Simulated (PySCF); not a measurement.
C₇H₁₀Cl (doublet state).
SMILES with atom numbers: `[Cl:1][C:2]1[CH2:3][C:4]12[CH2:5][CH2:6][CH2:7][CH2:8]2` (hydrogens: H9, H10 on C3; H11, H12 on C5; H13, H14 on C6; H15, H16 on C7; H17, H18 on C8)

Cartesian coordinates in Å at the GFN2-xTB level; atoms count from 1:
```xyz
18
C7H10Cl angstrom
Cl     2.0314    1.6829    2.0828
C      1.6280    1.2668    0.4882
C      2.1250    0.1158   -0.2798
C      0.6334    0.2885    0.0276
C     -0.3293    0.6024   -1.1141
C     -1.6979    0.1900   -0.5735
C     -1.3773   -1.0274    0.2898
C     -0.0933   -0.6211    1.0126
H      2.6923   -0.6609    0.2208
H      2.4330    0.2802   -1.3033
H     -0.0740   -0.0034   -1.9863
H     -0.2862    1.6511   -1.4027
H     -2.1092    0.9863    0.0480
H     -2.4095   -0.0324   -1.3671
H     -1.1868   -1.8908   -0.3496
H     -2.1814   -1.2783    0.9799
H     -0.3298   -0.0669    1.9239
H      0.5229   -1.4765    1.2912
```

The hyperfine couplings belong to this conformer and change with its torsions.

Method: PySCF 2.14.0, UKS B3LYP, pcH-1 on C Cl H, non-relativistic, mean-field spin-orbit, GIAO. Isolated species at its GFN2-xTB geometry (one conformer only). Couplings are sensitive to structure, and on GFN2-xTB geometries they can be far from those on DFT ones. The SCF solution wasn't tested for stability.

The isotropic 13C couplings, averaged over equivalent nuclei, are +389.0, +14.8, -9.4, -5.6, -0.6 MHz. Assign them to C2; C3; C4; C5/C8; C6/C7.

| site | a_iso (MHz) | ρ(0) (bohr⁻³) | position | distance from C2 (Å) | spin population | largest \|T\| (MHz) |
| --- | --- | --- | --- | --- | --- | --- |
| C2 | +389.0 | +0.3457 | largest spin population | 0.00 | +0.81 | 132.1 |
| C3 | -9.4 | -0.0084 | 1 bond from C2 | 1.47 | 0.00 | 8.8 |
| C4 | -5.6 | -0.0050 | 1 bond from C2 | 1.47 | 0.00 | 9.4 |
| C5/C8 | +14.8 | +0.0132 | 2 bonds from C2 | 2.61 | +0.02 | 5.7 |
| C6/C7 | -0.6 | -0.0006 | 3 bonds from C2 | 3.72 | 0.00 | 1.1 |

ρ(0) is the spin density at the nucleus and T the dipolar tensor; a_iso includes a spin–orbit part; entries for several nuclei are means. Largest spin populations (Mulliken): C2 (+0.81) and Cl1 (+0.10). C2 is the only atom above +0.15. The angles at C2 add up to 318.1°, so it is pyramidal.

Class means assume fast exchange of nuclei equivalent by connectivity; if that motion is slow, each nucleus keeps its own coupling. The 1H value of +45.1 MHz is a mean of couplings from 27.6 to 62.6 MHz in this one geometry, not an average over conformers. The 13C value of +14.8 MHz is a mean of couplings from 2.2 to 27.3 MHz in this one geometry, not an average over conformers.
